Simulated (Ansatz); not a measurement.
Geometry optimisation, Ansatz 0.2.0, RKS PBE/def2-mTZVP.

Input file:

```yaml
crystal:
  periodic: [false, false, false]
  atoms:
    - { symbol: B, position_ang: [0.0, 0.0, 0.0] }
    - { symbol: O, position_ang: [0.0, 0.0, 1.76] }
    - { symbol: H, position_ang: [-0.9095, -0.2814, 2.0971] }
    - { symbol: H, position_ang: [1.0305, 0.0, -0.595] }
    - { symbol: H, position_ang: [-1.0305, 0.0, -0.595] }
    - { symbol: O, position_ang: [0.0766, 1.621, 0.5392] }
    - { symbol: C, position_ang: [0.5817, 2.0371, 1.7994] }
    - { symbol: H, position_ang: [0.8819, 1.1469, 2.3906] }
    - { symbol: H, position_ang: [1.4635, 2.6937, 1.6467] }
    - { symbol: H, position_ang: [-0.2049, 2.5965, 2.3475] }
    - { symbol: H, position_ang: [0.0506, 1.0697, 1.5173] }
basis:
  gaussian: { orbitals: def2-mTZVP }
hamiltonian:
  xc: pbe
relax:
  f_tol: 0.15
  max_steps: 25
  restrain:
    - { distance: [0, 5], at: 1.41, k: 30.0 }
    - { distance: [10, 1], at: 1.01, k: 30.0 }
    - { distance: [0, 1], at: 2.61, k: 30.0 }
    - { distance: [10, 5], at: 2.21, k: 30.0 }
```

Launched with:

```bash
$ ansatz run input.yaml --threads 2 --pin off --max-ram 3072MiB --backend cpu --events-out ev --progress --plain --runs-dir out
```

Question: Where does it end, and by what steps?

Answer: It converged. The restraints hold the end off the free minimum. After 13 steps the energy has fallen by 6.384 eV (the restraints' own energy left out); H11 moved furthest, 1.51 Å. The start is strongly strained (largest force component 10 eV/Å), so its close contacts needn't be bonds. Parted: B1–O2, O6–H11, C7–H11.

```
step  energy less start (eV)  largest force component (eV/Å)  accepted
   0                  0.0000                           9.925       yes
   1                 -2.0277                           4.279       yes
   2                 -2.9006                           3.362       yes
   3                 -3.8371                           3.355       yes
   4                 -4.9845                           2.582       yes
   5                 -5.7025                           1.328       yes
   6                 -6.0294                           1.191       yes
   7                 -6.1660                           1.169       yes
   8                 -6.3227                           0.754       yes
   9                 -6.3603                           0.628       yes
  10                 -6.3581                           1.047        no
  11                 -6.3735                           0.624       yes
  12                 -6.3808                           0.616       yes
  13                 -6.3835                           0.587       yes
```

```xyz
11
Properties=species:S:1:pos:R:3
B 0.148 0.568 0.064
O -0.673 -0.719 2.179
H -1.396 -1.278 1.838
H 1.267 0.130 -0.006
H -0.778 0.121 -0.559
O -0.123 1.723 0.780
C 0.934 2.395 1.488
H 1.761 1.708 1.723
H 1.312 3.227 0.876
H 0.521 2.805 2.420
H -1.031 0.203 2.107
```

Run time: 27 s on 2 threads of AMD EPYC 7R43 64-Core Processor (Zen 3), on a shared host, peak memory 0.2 GiB.
